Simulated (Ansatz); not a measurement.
`[SiH3][As]1C[SiH2]1` + `B1CN1` → `[SiH3]N1BC1` + `C1[SiH2][AsH]1` at 298.15 K and 1 bar (cleavage of the Si–As bond).

Isolated molecules relaxed with PBE0-D4/def2-TZVP in Ansatz; ΔE leaves out vibrations. CBS: MP2 limit from def2 TZ/QZ plus the TZ coupled-cluster correction, frozen cores. This one scheme is used for every species. For As outer-core shells are correlated without core-valence functions, which leaves a few kJ/mol of doubt a bond. Scalar relativity is left out up to krypton.

```
              species  CCSD(T)/CBS energy (Eh)  H − E (kJ/mol)  S (J/(mol·K))
`[SiH3][As]1C[SiH2]1`              -2855.41741           202.8          353.3
              `B1CN1`               -119.91915           153.4          254.8
        `[SiH3]N1BC1`               -410.22623           200.5          311.2
     `C1[SiH2][AsH]1`              -2565.12158           149.3          296.8
```

H − E and S are ideal-gas, rigid-rotor, harmonic terms from PBE0-D4/def2-TZVP, for one conformer and one mirror image of each species. 1 Eh = 2625.50 kJ/mol, R = 8.31446 J/(mol·K).

Question: By hand: ΔE, ΔH, ΔS and ΔG.

Answer: ΔE = (-410.22623) + (-2565.12158) − (-2855.41741) − (-119.91915) = -0.01125 Eh = -29.5 kJ/mol. Δ(H − E) = 200.5 + 149.3 − 202.8 − 153.4 = -6.4, so ΔH = -35.9 kJ/mol. ΔS = 311.2 + 296.8 − 353.3 − 254.8 = -0.1 J/(mol·K). ΔG = -35.9 − 298.15 × (-0.1)/1000 = -35.9 kJ/mol.

Question: By hand: the equilibrium constant, and the temperature at which ΔG would vanish if ΔH and ΔS stayed fixed.

Answer: log₁₀ K = −ΔG/(RT ln 10) = 6.3. ΔG = 0 at ΔH/ΔS = 359000 K, far beyond where these terms or the molecules hold.

The number of gas molecules stays the same, so ΔS is small and ΔH decides. A doubt of 5 kJ/mol in ΔE shifts log₁₀ K by 0.9 here. Other conformers and mirror images would add mixing entropy, several J/(mol·K) or more a flexible species. These are equilibria of isolated gas molecules and say nothing of rates. Largest T1 diagnostic: 0.013 (customary marks: 0.02 for closed shells, 0.045 for open ones).
